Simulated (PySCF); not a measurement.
PySCF 2.14 output of an unrestricted revPBE calculation on a single atom or ion in aug-cc-pVQZ-PP with ECP10MDF (7s6p5d3f2g, 89 functions), with scalar relativity through the core potential:

```
SCF conv_tol = 1e-09
number electrons alpha = 14  beta = 10
    Y. Zhang and W. Yang.,  Phys. Rev. Lett. 80, 890 (1998)
    J. P. Perdew, K. Burke, and M. Ernzerhof.,  Phys. Rev. Lett. 77, 3865 (1996)
    J. P. Perdew, K. Burke, and M. Ernzerhof.,  Phys. Rev. Lett. 78, 1396 (1997)
cycle= 1 E= -461.032384538199  delta_E= -0.0132  |g|= 0.064  |ddm|= 0.964
cycle= 2 E= -461.032481305751  delta_E= -9.68e-05  |g|= 0.0392  |ddm|= 0.347
cycle= 3 E= -461.032321824645  delta_E= 0.000159  |g|= 0.00259  |ddm|= 0.169
cycle= 4 E= -461.032317210413  delta_E= 4.61e-06  |g|= 0.000593  |ddm|= 0.0308
cycle= 5 E= -461.032316702856  delta_E= 5.08e-07  |g|= 0.000265  |ddm|= 0.00819
cycle= 6 E= -461.032316662597  delta_E= 4.03e-08  |g|= 1.56e-05  |ddm|= 0.00179
cycle= 7 E= -461.032316662339  delta_E= 2.58e-10  |g|= 6.92e-07  |ddm|= 0.000157
converged SCF energy = -461.032316662339  <S^2> = 6.001454  2S+1 = 5.0005816
```

The run itself started from symmetry-adapted Hartree-Fock orbitals and held the occupation by maximum overlap, on a logarithmic radial grid, so the iterations belong to that start.

Problem. Which element, charge and spin multiplicity is this?

Solution. Kr²⁺ (krypton, charge +2), multiplicity 5; the state was [Ar] 3d10 4s1 4p4 5s1, high-spin 5P determinant (an excited configuration).

Energies and moments cover only the electrons outside the core potential. The outer electron is Rydberg-like, and this basis confines it to a smaller radius and binds it less than a complete one would.
